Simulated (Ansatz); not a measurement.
Total energies of the cluster Na2F2 from Ansatz at r2SCAN-D4/def2-TZVP, gas phase (1 Eh = 27.2114 eV = 2625.5 kJ/mol). The reference geometry is relaxed at PBE0-D4/def2-TZVP.

```xyz
4

Na   -1.1597    0.6814   -0.4457
Na    1.1597   -0.6816    0.4455
F    -0.8641   -0.9578    0.7841
F     0.8641    0.9580   -0.7839
```

| state | geometry | energy (Eh) |
| --- | --- | --- |
| charge 0 singlet | reference | -524.39301 |
| charge 1 doublet | reference | -524.02936 |
| charge 0 triplet | relaxed at PBE0-D4/def2-TZVP | -524.21659 |
| charge 0 quintet | relaxed at PBE0-D4/def2-TZVP | -523.94847 |

Task: Work out the vertical ionisation energy to the doublet.

Result: E(charge 1 doublet) − E(charge 0 singlet) = -524.02936 − (-524.39301) = 0.36365 Eh = 9.90 eV. For comparison, −ε of the highest occupied level is 6.04 eV at this level, 3.86 eV less.

Task: Which of the charge 0 states is lowest, and how far above it are the others?

Result: The singlet. triplet: -524.21659 − (-524.39301) = 0.17642 Eh = 463.2 kJ/mol; quintet: -523.94847 − (-524.39301) = 0.44454 Eh = 1167.1 kJ/mol. The quintet has fallen apart, so its energy is that of loose fragments and no spin gap. The triplet differs in its bonds from the reference. The quintet differs in its bonds from the reference.

The structure comes from a short search, and lower isomers may exist.
